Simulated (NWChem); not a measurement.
The numbers come from NWChem runs, not from measurements. System: CHF2, charge 0, spin multiplicity 2, at a geometry optimised with UPBE/def2-SVP. The structure started from a generated list of species. Its SCF solution wasn't tested for a lower state. Level: UHF/def2-TZVP.

Part of the output:

```
             Northwest Computational Chemistry Package (NWChem) 7.3.0
             --------------------------------------------------------

                                NWChem Input Module
                                -------------------

 Scaling coordinates for geometry "geometry" by  1.889725989
 (inverse scale =  0.529177249)

 Turning off AUTOSYM since
 SYMMETRY directive was detected!

                             Geometry "geometry" -> ""
                             -------------------------

 Output coordinates in angstroms (scale by  1.889725989 to convert to a.u.)

  No.       Tag          Charge          X              Y              Z
 ---- ---------------- ---------- -------------- -------------- --------------
    1 F                    9.0000     0.23095300    -0.07585700     1.10454500
    2 C                    6.0000    -0.44287500     0.24425200     0.00000000
    3 F                    9.0000     0.23095300    -0.07585700    -1.10454500
    4 H                    1.0000    -1.49991000    -0.10009300     0.00000000

 Effective nuclear repulsion energy (a.u.)      69.7762762194

            Nuclear Dipole moment (a.u.)
            ----------------------------
        X                 Y               Z
 ---------------- ---------------- ----------------
    -0.0000113384    -0.0000132281     0.0000000000

      Symmetry information
      --------------------

 Group name             Cs
 Group number              2
 Group order               2
 No. of unique centers     3

      Symmetry unique atoms

     1    2    4


 Summary of "ao basis" -> "" (spherical)
 ------------------------------------------------------------------------------
       Tag                 Description            Shells   Functions and Types
 ---------------- ------------------------------  ------  ---------------------
 *                         def2-tzvp                  on all atoms

 Summary of "ao basis" -> "ao basis" (spherical)
 ------------------------------------------------------------------------------
       Tag                 Description            Shells   Functions and Types
 ---------------- ------------------------------  ------  ---------------------
 F                         def2-tzvp                11       31   5s3p2d1f
 C                         def2-tzvp                11       31   5s3p2d1f
 H                         def2-tzvp                 4        6   3s1p

                                 NWChem SCF Module
                                 -----------------

  ao basis        = "ao basis"
  functions       =    99
  atoms           =     4
  alpha electrons =    13
  beta  electrons =    12
  charge          =   0.00
  wavefunction    = UHF
  use symmetry    = T
  symmetry adapt  = T

 Summary of "ao basis" -> "ao basis" (spherical)
 ------------------------------------------------------------------------------
       Tag                 Description            Shells   Functions and Types
 ---------------- ------------------------------  ------  ---------------------
 F                         def2-tzvp                11       31   5s3p2d1f
 C                         def2-tzvp                11       31   5s3p2d1f
 H                         def2-tzvp                 4        6   3s1p

      Symmetry analysis of basis
      --------------------------

        a'         57
        a"         42

 Forming initial guess at       0.0s

   Symmetry analysis of molecular orbitals - initial alpha
   -------------------------------------------------------

  Numbering of irreducible representations:

     1 a'          2 a"

  Orbital symmetries:

     1 a"          2 a'          3 a'          4 a'          5 a"
     6 a'          7 a"          8 a'          9 a'         10 a"
    11 a"         12 a'         13 a'         14 a'         15 a"
    16 a'         17 a'         18 a'         19 a'         20 a"
    21 a'         22 a"         23 a'

   Symmetry analysis of molecular orbitals - initial beta
   ------------------------------------------------------

  Numbering of irreducible representations:

     1 a'          2 a"

  Orbital symmetries:

     1 a"          2 a'          3 a'          4 a'          5 a"
[...]
    54     -0.161191  2 C  d  1              13     -0.150316  1 F  py

 Vector   16  Occ=0.000000D+00  E= 2.256581D-01  Symmetry=a'
              MO Center=  2.1D-01, -1.8D-01, -1.3D-14, r^2= 4.1D+00
   Bfn.  Coefficient  Atom+Function         Bfn.  Coefficient  Atom+Function
  ----- ------------  ---------------      ----- ------------  ---------------
    36      2.241415  2 C  s                  5     -1.411739  1 F  s
    67     -1.411739  3 F  s                 43      1.134358  2 C  px
    44     -0.677942  2 C  py                14      0.520528  1 F  pz
    76     -0.520528  3 F  pz                40      0.354264  2 C  px
    96     -0.273720  4 H  s                 35      0.261545  2 C  s

                     UHF Final Beta Molecular Orbital Analysis
                     -----------------------------------------

 Vector   10  Occ=1.000000D+00  E=-6.628020D-01  Symmetry=a"
              MO Center=  2.0D-01, -8.1D-02, -8.3D-15, r^2= 1.7D+00
   Bfn.  Coefficient  Atom+Function         Bfn.  Coefficient  Atom+Function
  ----- ------------  ---------------      ----- ------------  ---------------
     7      0.235828  1 F  py                69     -0.235828  3 F  py
     6      0.212532  1 F  px                68     -0.212532  3 F  px
    10      0.208123  1 F  py                72     -0.208123  3 F  py
     9      0.185913  1 F  px                71     -0.185913  3 F  px
     8     -0.153710  1 F  pz                70     -0.153710  3 F  pz

 Vector   11  Occ=1.000000D+00  E=-6.534081D-01  Symmetry=a"
              MO Center=  2.1D-01, -5.0D-02,  6.5D-15, r^2= 1.7D+00
   Bfn.  Coefficient  Atom+Function         Bfn.  Coefficient  Atom+Function
  ----- ------------  ---------------      ----- ------------  ---------------
     8      0.243265  1 F  pz                70      0.243265  3 F  pz
     7      0.239435  1 F  py                69     -0.239435  3 F  py
    11      0.216784  1 F  pz                73      0.216784  3 F  pz
    10      0.211170  1 F  py                72     -0.211170  3 F  py

 Vector   12  Occ=1.000000D+00  E=-6.071877D-01  Symmetry=a'
              MO Center= -4.5D-01, -3.5D-04,  2.9D-14, r^2= 1.7D+00
   Bfn.  Coefficient  Atom+Function         Bfn.  Coefficient  Atom+Function
  ----- ------------  ---------------      ----- ------------  ---------------
     6      0.266065  1 F  px                68      0.266065  3 F  px
     9      0.235710  1 F  px                71      0.235710  3 F  px
    95      0.233163  4 H  s                 37     -0.205079  2 C  px
    40     -0.151390  2 C  px

 Vector   13  Occ=0.000000D+00  E= 1.106359D-01  Symmetry=a'
              MO Center= -6.1D-01,  7.1D-01,  2.2D-15, r^2= 2.2D+00
   Bfn.  Coefficient  Atom+Function         Bfn.  Coefficient  Atom+Function
  ----- ------------  ---------------      ----- ------------  ---------------
    36      1.123785  2 C  s                 96     -0.735021  4 H  s
    44      0.561893  2 C  py                38      0.265375  2 C  py
    43     -0.237446  2 C  px                13     -0.216496  1 F  py
    75     -0.216496  3 F  py                41      0.203329  2 C  py

 Vector   14  Occ=0.000000D+00  E= 1.818768D-01  Symmetry=a'
              MO Center= -2.0D+00, -1.4D-01, -1.6D-16, r^2= 2.9D+00
   Bfn.  Coefficient  Atom+Function         Bfn.  Coefficient  Atom+Function
  ----- ------------  ---------------      ----- ------------  ---------------
    96      3.080149  4 H  s                 36     -1.658908  2 C  s
    43      1.004508  2 C  px                95     -0.559764  4 H  s
    44      0.542294  2 C  py                35     -0.278536  2 C  s
    37      0.155296  2 C  px

 Vector   15  Occ=0.000000D+00  E= 2.290317D-01  Symmetry=a"
              MO Center= -8.0D-01,  3.8D-01, -1.1D-15, r^2= 4.5D+00
   Bfn.  Coefficient  Atom+Function         Bfn.  Coefficient  Atom+Function
  ----- ------------  ---------------      ----- ------------  ---------------
    45      1.764033  2 C  pz                 5     -1.217182  1 F  s
    67      1.217182  3 F  s                 42      0.385517  2 C  pz
    12      0.314668  1 F  px                74     -0.314668  3 F  px
    14      0.186670  1 F  pz                76      0.186670  3 F  pz
    54     -0.175528  2 C  d  1              13     -0.154202  1 F  py

 center of mass
 --------------
 x =   0.07222279 y =  -0.00193311 z =   0.00000000

 moments of inertia (a.u.)
 ------------------
         168.916482159551           6.465265943486           0.000000000000
           6.465265943486         189.016640449305           0.000000000000
           0.000000000000           0.000000000000          26.846587993498

  Mulliken analysis of the total density
  --------------------------------------

    Atom       Charge   Shell Charges
 -----------   ------   -------------------------------------------------------
    1 F    9     9.25   0.77  1.20  0.60  1.01  0.34  2.24  2.27  0.81  0.00  0.02  0.00
    2 C    6     5.63   0.85  1.12  0.51  0.60  0.10  1.09  1.00  0.13  0.05  0.14  0.03
    3 F    9     9.25   0.77  1.20  0.60  1.01  0.34  2.24  2.27  0.81  0.00  0.02  0.00
    4 H    1     0.88   0.26  0.48  0.11  0.02

  Mulliken analysis of the alpha density
  --------------------------------------

    Atom       Charge   Shell Charges
 -----------   ------   -------------------------------------------------------
    1 F    9     4.63   0.39  0.60  0.30  0.51  0.17  1.14  1.14  0.39  0.00  0.01  0.00
    2 C    6     3.30   0.43  0.56  0.29  0.35  0.07  0.72  0.68  0.10  0.02  0.07  0.01
    3 F    9     4.63   0.39  0.60  0.30  0.51  0.17  1.14  1.14  0.39  0.00  0.01  0.00
    4 H    1     0.43   0.13  0.24  0.05  0.01

   Mulliken analysis of the beta density
   -------------------------------------

    Atom       Charge   Shell Charges
 -----------   ------   -------------------------------------------------------
    1 F    9     4.61   0.39  0.60  0.30  0.51  0.17  1.10  1.13  0.42  0.00  0.01  0.00
    2 C    6     2.33   0.43  0.56  0.22  0.26  0.03  0.37  0.33  0.03  0.03  0.07  0.01
    3 F    9     4.61   0.39  0.60  0.30  0.51  0.17  1.10  1.13  0.42  0.00  0.01  0.00
    4 H    1     0.44   0.13  0.24  0.06  0.01

   Mulliken analysis of the spin density
   -------------------------------------

    Atom       Charge   Shell Charges
 -----------   ------   -------------------------------------------------------
    1 F    9     0.02   0.00 -0.00  0.00  0.00 -0.01  0.04  0.01 -0.03  0.00  0.00  0.00
    2 C    6     0.97   0.00 -0.00  0.07  0.09  0.04  0.35  0.35  0.06 -0.00  0.00 -0.00
    3 F    9     0.02   0.00 -0.00  0.00  0.00 -0.01  0.04  0.01 -0.03  0.00  0.00  0.00
    4 H    1    -0.01   0.00 -0.00 -0.01  0.00

       Multipole analysis of the density wrt the origin
       ------------------------------------------------

     L   x y z        total         alpha         beta         nuclear
     -   - - -        -----         -----         ----         -------
     0   0 0 0     -0.000000    -13.000000    -12.000000     25.000000

     1   1 0 0     -0.656318      0.064359     -0.720666     -0.000011
     1   0 1 0      0.026305     -0.500618      0.526936     -0.000013
     1   0 0 1     -0.000000     -0.000000     -0.000000      0.000000

     2   2 0 0    -10.354691    -13.668577    -12.351184     15.665069
     2   1 1 0      0.269564      2.012090      1.165240     -2.907765
     2   1 0 1     -0.000000     -0.000000     -0.000000      0.000000
     2   0 2 0    -11.661527     -7.919327     -5.426135      1.683935
     2   0 1 1      0.000000      0.000000      0.000000      0.000000
     2   0 0 2    -13.362699    -46.356435    -45.428100     78.421836

 Task  times  cpu:        1.2s     wall:        1.2s

 Total times  cpu:        1.2s     wall:        1.2s
```

Problem. Write an NWChem input that would produce this output.

Solution. This is not unique; one that fits is 
```
start mol
memory heap 200 mb stack 900 mb global 1100 mb
geometry units angstroms nocenter noautoz
  F      0.230953    -0.075857     1.104545
  C     -0.442875     0.244252     0.000000
  F      0.230953    -0.075857    -1.104545
  H     -1.499910    -0.100093     0.000000
  symmetry group Cs
end
basis spherical
  * library def2-tzvp
end
scf
  uhf
  nopen 1
  maxiter 100
  thresh 1e-7
  semidirect memsize 60000000 filesize 0
  # guess.movecs holds the orbitals of an unrestricted PBE0 run
  vectors input guess.movecs output mol.movecs
end
task scf energy
```
